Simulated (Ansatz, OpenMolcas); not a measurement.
## How basis sets differ on AlGeH4Cl (SMILES [Cl][AlH][GeH3])

AlGeH4Cl has 7 atoms, charge 0, and is taken as a singlet. As SMILES, `[Cl][AlH][GeH3]`. The coordinates come from a PBE0-D4/def2-TZVP relaxation.

Each level gives the HOMO–LUMO gap (eV). The values are calculated.

```json
{"level": "HF/ANO-R0 (sfX2C)", "kind": "Hartree–Fock", "program": "OpenMolcas", "value (eV)": "10.61", "CPU time": "6.4 s"}
{"level": "HF/ANO-RCC-MB (DKH2)", "kind": "Hartree–Fock", "program": "OpenMolcas", "value (eV)": "11.15", "CPU time": "8.1 s"}
{"level": "HF/STO-3G", "kind": "Hartree–Fock", "program": "OpenMolcas", "value (eV)": "15.35", "CPU time": "3.3 s"}
{"level": "HF/3-21G", "kind": "Hartree–Fock", "program": "Ansatz", "value (eV)": "10.91", "CPU time": "0.79 s"}
{"level": "HF/6-31G* (RICD fitting, Cartesian functions)", "kind": "Hartree–Fock", "program": "OpenMolcas", "value (eV)": "11.11", "CPU time": "5.6 s"}
{"level": "HF/def2-SVP", "kind": "Hartree–Fock", "program": "OpenMolcas", "value (eV)": "11.21", "CPU time": "12 s"}
```

All-electron rows without a relativistic Hamiltonian named are non-relativistic. The values span 10.61 to 15.35 eV. A Hartree–Fock LUMO above zero doesn't converge with the basis: it sinks as sets grow more diffuse. Orbital gaps aren't excitation energies. CPU times are rough (shared hosts, several kinds of processor and program).
